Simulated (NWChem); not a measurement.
Molecule: CH3F3Sn; SMILES [CH3][Sn]([F])([F])[F]

```xyz
8

C     -0.0026    -2.1513    -0.0018
Sn    -0.0001    -0.0108     0.0000
F      1.7503     0.7716     0.3259
F     -1.1552     0.7749     1.3529
F     -0.5920     0.7771    -1.6766
H     -0.3541    -2.4874    -0.9940
H     -0.6864    -2.4883     0.7980
H      1.0317    -2.4896     0.1897
```
Atoms are numbered in this order, from 1.

Computed with NWChem. Medium grid unless said otherwise, to which SCAN and Minnesota functionals are sensitive. Structure relaxed at the PBE-D3(BJ)/def2-SVP level. def2 effective core potentials on Sn; no spin-orbit coupling.

**Question.** Order these by “highest occupied level (eV)”, lowest first: PBE/def2-SVP; Hartree-Fock/def2-SVP; BHandHLYP/def2-SVP; B3LYP/def2-SVP; LC-wPBE (HJS exchange hole, range parameter 0.4 per bohr)/def2-SVP.

**Answer.** Hartree-Fock/def2-SVP (-13.55), LC-wPBE (HJS exchange hole, range parameter 0.4 per bohr)/def2-SVP (-12.68), BHandHLYP/def2-SVP (-11.44), B3LYP/def2-SVP (-9.71), PBE/def2-SVP (-8.34)
